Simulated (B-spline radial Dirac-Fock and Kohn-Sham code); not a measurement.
# La⁺: photoemission with 48 eV photons

System: La⁺, 1s2 2s2 2p6 3s2 3p6 3d10 4s2 4p6 4d10 5s2 5p6 5d2.

Input of the calculation (task.json; shells as n, l, electrons):

```json
{"items": [{
  "Z": 57,
  "q": 1,
  "cfg": [[1, 0, 2], [2, 0, 2], [2, 1, 6], [3, 0, 2], [3, 1, 6], [3, 2, 10], [4, 0, 2], [4, 1, 6], [4, 2, 10], [5, 0, 2], [5, 1, 6], [5, 2, 2]],
  "A": 139,
  "rrms": 4.855,
  "do": ["binding", "quiet", "photo"],
  "hv": [41.4, 48.0, 48.6, 88.1, 102.0, 547.0, 1210.0, 1530.0, 2510.0, 2830.0, 3270.0, 3790.0, 5570.0, 6510.0, 14700.0, 22200.0, 29600.0, 31900.0, 32200.0, 61600.0, 87100.0, 112000.0, 126000.0, 136000.0]
}]}
```

Launch: `python xray_run.py task.json out`

Calculated with a B-spline atomic structure program, using independent-particle photoionisation in a Dirac-Hartree-Slater potential with a Latter tail, all multipoles, thresholds from Dirac-Fock ΔSCF. The asymmetry parameter β is from the dipole term alone. Kinetic energies are from the vacuum level. Open shells are spread statistically over j, without multiplet splitting.

The last column is dσ/dΩ = σ/(4π) · [1 + β P₂(cos θ)] at θ = 0° from the polarisation vector of linearly polarised light.

| subshell | electrons | binding (eV) | kinetic (eV) | σ (kb) | β | dσ/dΩ (kb/sr) |
| --- | --- | --- | --- | --- | --- | --- |
| 5p1/2 | 2 | 32.65 | 15.35 | 820 | 1.66 | 174 |
| 5p3/2 | 4 | 30.13 | 17.87 | 1160 | 1.29 | 212 |
| 5d3/2 | 0.8 | 9.90 | 38.10 | 214 | 1.61 | 44.6 |
| 5d5/2 | 1.2 | 9.77 | 38.23 | 292 | 1.70 | 62.7 |

Branching ratios of the spin-orbit partners (statistical value in brackets): 5p 1.42 (2.00), 5d 1.36 (1.50).

At such low photon energies correlation between channels can change these cross sections by tens of per cent.

Run: 7.3 s of CPU time on 1 thread of Neoverse-V2 (shared host), peak memory 0.44 GiB.
